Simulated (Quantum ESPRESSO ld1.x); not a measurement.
Values are calculated unless marked as measured or tabulated.
Task: The mean radii <r> (bohr) of the occupied orbitals of an atom or ion are listed with their occupations. Level of theory: scalar-relativistic Kohn-Sham, LDA (Slater exchange, Perdew-Wang correlation), spin-polarised, spherical densities, point nucleus (ld1.x of Quantum ESPRESSO 7.5).

| orbital | occ. | <r> |
|---|---|---|
| 1s up | 1 | 0.2296 |
| 1s down | 1 | 0.2293 |
| 2s up | 1 | 1.050 |

Name the element and its charge. Open shells, if any, are filled with parallel spins first.

Result: Z = 7, nitrogen, charge +4: N4+ in [He] 2s1. The 1s radius gives Z: for a bare nucleus <r> = (2 gamma + 1)/(2Z) with gamma = sqrt(1 - (Z/c)^2), 0.2141 bohr for Z = 7, and screening makes it slightly larger (0.2296 here). The occupations add up to 3, and the charge is Z minus that.
